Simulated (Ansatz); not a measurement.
H2N, doublet, geometry from GFN2-xTB; CAM-B3LYP/cc-pVDZ (Ansatz, a first-principles code).

The Ansatz input:
Ansatz 0.2 input:
```yaml
crystal:
  periodic: [false, false, false]
  atoms:
    - {symbol: N, position_ang: [-0.00151377, 0.00360521, 0.12945433]}
    - {symbol: H, position_ang: [0.00684846, 0.81704990, -0.47617765]}
    - {symbol: H, position_ang: [0.00374795, -0.84228634, -0.43000263]}
basis:
  gaussian:
    orbitals: cc-pVDZ
hamiltonian:
  xc: cam_b3lyp
magnetization: {spin_polarized: true, initial_magnetization: 1}
```

Task: What does Ansatz print? Leave out banner, timings and long lists.

Result: 
```
Functional definition: CAM-B3LYP
224 factors; integrals over basis functions are off by at most 1.2e-3 eV
72 factors; integrals over basis functions are off by at most 6.2e-6 eV
mean field evaluation 1: about -1518.1719 eV, gradient 1.9e1 eV
mean field evaluation 2: about -1518.6423 eV, gradient 1.6e1 eV
mean field evaluation 4: about -1519.6466 eV, gradient 1.2e-1 eV
mean field evaluation 8: about -1519.6453 eV, gradient 1.4e-3 eV
mean field -1519.64529115 eV, -55.8459343970 hartree, gradient 3.8e-5 eV, S^2 0.752663; 0 other end points of the search recorded, 0 dependent functions left out
reference -1519.64535643 eV, -55.8459367962 hartree; 5, 4 occupied and 19, 20 virtual orbitals, 224 factors
Total energy: -1519.64535643 eV, -55.8459367962 hartree
```
